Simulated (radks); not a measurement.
Question: Spherical quantum dot in the effective-mass picture: electrons in a parabolic well V = omega^2 r^2 / 2 with omega = 0.212, with a point charge +2 (a donor) at the centre, all in effective atomic units (hartree* = m*/eps^2 hartree, bohr* = eps/m* bohr), one dielectric constant everywhere. Method: non-relativistic Kohn-Sham, PBE, spin-polarised, spherical densities; computed with a radial shooting solver with Libxc functionals. Levels are named by radial order and angular momentum (1s, 1p, 1d, 2s, ...), and open shells are averaged over m. Results are scaled to m* = 0.567 and eps = 9, for which hartree* = 190.5 meV and bohr* = 0.84 nm. At N = 30 the configuration is 1s2 1p6 1d10 2s2 1f(up 7, down 1) 3s2. Does electron 31 go into 2p up or 1f down or 2p down?

Answer: Into 1f down. The total energies of the other choices lie higher by 2.33 meV (2p up), 3.83 meV (2p down).
